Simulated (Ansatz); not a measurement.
Geometry optimisation, Ansatz 0.2.0, RKS PBE/def2-SVP.

Input:

```yaml
crystal:
  periodic: [false, false, false]
  atoms:
    - { symbol: B, position_ang: [-0.56191, 1.19857, -0.22007] }
    - { symbol: C, position_ang: [0.29946, 0.08854, 0.40304] }
    - { symbol: C, position_ang: [0.30911, -1.15359, -0.07259] }
    - { symbol: F, position_ang: [1.0557, -2.12899, 0.46046] }
    - { symbol: H, position_ang: [-1.23879, 0.95363, -1.1403] }
    - { symbol: H, position_ang: [-0.53669, 2.27662, 0.22754] }
    - { symbol: H, position_ang: [0.93666, 0.27894, 1.25844] }
    - { symbol: H, position_ang: [-0.26353, -1.51372, -0.91652] }
basis:
  gaussian: { orbitals: def2-SVP }
hamiltonian:
  xc: pbe
relax:
  f_tol: 0.015
  max_steps: 40
output:
  orbitals: {}
```

Launched with:

```bash
$ ansatz run input.yaml --threads 1 --pin off --max-ram 2048MiB --backend cpu --events-out ev --progress --plain --runs-dir out
```

Where does it end, and by what steps?

It converged. After 5 steps the energy has fallen by 0.104 eV; H5 moved furthest, 0.08 Å.

```csv
step,energy less start (eV),largest force component (eV/Å),accepted
0,0.0000,1.260,yes
1,-0.0900,0.419,yes
2,-0.1025,0.109,yes
3,-0.1037,0.096,yes
4,-0.1038,0.063,yes
5,-0.1040,0.009,yes
```

```xyz
8
Properties=species:S:1:pos:R:3
B -0.548 1.176 -0.211
C 0.329 0.106 0.444
C 0.311 -1.149 -0.067
F 1.032 -2.156 0.422
H -1.237 0.878 -1.172
H -0.572 2.319 0.205
H 0.983 0.285 1.315
H -0.299 -1.459 -0.936
```

Time of the run: 11 s on 1 thread of Arm Neoverse V2, with other jobs on the host, peak memory 0.13 GiB.
